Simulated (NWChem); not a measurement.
System: HfNH₂SF; SMILES [NH2][Hf]([F])=[S]

```xyz
6

Hf    -0.0160     0.1867     0.1784
S     -0.1827    -2.0023    -0.2066
F     -1.4555     1.2565    -0.5237
N      1.7999     0.7745    -0.4684
H      2.0346     1.7193    -0.7718
H      2.5413     0.1475    -0.7753
```
Atoms are numbered in this order, from 1.

Geometry: optimised at PBE0/def2-SVP. def2 effective core potentials on Hf; no spin-orbit coupling.

### Question
List the 6 lowest vertical singlet excitations from PBE/def2-SVP with def2 effective core potentials on Hf, full TDDFT (NWChem).

### Answer
```tsv
state	energy (eV)	oscillator strength	leading excitation (squared amplitude)
S1	1.97	0.003	HOMO → LUMO (1.00)
S2	2.33	0.010	HOMO−1 → LUMO (0.99)
S3	2.90	0.012	HOMO−2 → LUMO (0.99)
S4	3.35	0.019	HOMO−3 → LUMO (0.99)
S5	3.91	0.008	HOMO → LUMO+1 (0.96)
S6	4.17	0.007	HOMO → LUMO+2 (0.97)
```
